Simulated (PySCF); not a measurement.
**Ne+ (neon, charge +1): UHF calculation**

Configuration: [He] 2s2 2p4 3d1, one real determinant (an excited configuration). Calculation: PySCF 2.14, in dyall-av2z (11s7p2d, 42 functions); the non-relativistic Hamiltonian (point nucleus).

| Item | Value |
| --- | --- |
| Total energy | -125.785247 hartree |
| One-electron energy | -170.7180 hartree |
| Hartree (Coulomb) energy | 56.4255 hartree |
| Exchange energy | -11.4927 hartree |
| Kinetic energy | 127.88920 hartree |
| ⟨S²⟩ | 3.7534 |
| ⟨L²⟩ | 8.008 |
| Sum of ⟨r⟩ | 6.864 bohr |
| Sum of ⟨r²⟩ | 7.874 bohr² |
| Traceless quadrupole moment −½Σ⟨3z² − r²⟩ along its main axis | 0.384 e·bohr² |
| Density at the nucleus (Gaussians lack the cusp) | 603 bohr⁻³ |
| Spin density at the nucleus | -0.0763 bohr⁻³ |
| Langevin diamagnetic susceptibility | -6.24 ×10⁻⁶ cm³/mol |

```
shell  electrons  mean orbital energy (hartree)  spread (hartree)  rms radius, mean of both spins (bohr)
 1s α          1                      -34.11980                 0                                  0.183
 1s β          1                      -33.99260                 0                                  0.183
 2s α          1                       -3.04647                 0                                  0.918
 2s β          1                       -2.55644                 0                                  0.918
 2p α          3                       -1.98523           0.14448                                  0.929
 2p β          1                       -1.76051                 0                                  0.929
 3d α          1                        0.57900                 0                                   1.64
```

⟨L²⟩ = 8.01 against 12 for a pure F term, so this real determinant mixes terms. The outer electron is Rydberg-like, and this basis confines it to a smaller radius and binds it less than a complete one would. At UHF the highest occupied level has a positive energy, so only the finite basis holds that electron; for this excited configuration the basis is too tight for the outer shell.

Spin-orbit constants ζ (cm⁻¹) from the X2C one-electron operator on these orbitals (non-relativistic here): bare nucleus, nucleus screened by l(l+1)(2l+1)/3 electrons, and screened by the Breit-Pauli mean field of the electrons.

```json
{"shell": "2p", "bare": "807.5", "screened nucleus": "646.0", "mean field": "577.2"}
{"shell": "3d", "bare": "27.76", "screened nucleus": "5.551", "mean field": "4.114"}
```

To first order the Landé constant is A = -63.22 cm⁻¹, so the lowest level has J = 9/2 and lies 0.0353 eV below the centre of the term. This holds in LS coupling only.
